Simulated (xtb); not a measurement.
Input for xtb:
```
$ xtb mol.xyz --gfn 2 --json

# file mol.xyz
6

C     -0.00105308     0.00248000     0.66437482
C      0.00105308    -0.00248000    -0.66437482
F      0.00273819     1.10118120     1.39657234
F     -0.00717847    -1.09072435     1.40473865
F      0.00717847     1.09072435    -1.40473865
F     -0.00273819    -1.10118120    -1.39657234
```

Question: What HOMO-LUMO gap does xtb with GFN2-xTB give?

Answer: 4.98 eV

Question: Predict the dipole moment from GFN2-xTB.

Answer: 0.00 D

Question: Estimate the total energy that GFN2-xTB returns for this input.

Answer: -23.157255 Ha

Question: Estimate the partial charges in atom order that GFN2-xTB returns for this input.

Answer: C1 0.29, C2 0.29, F3 -0.15, F4 -0.15, F5 -0.15, F6 -0.15
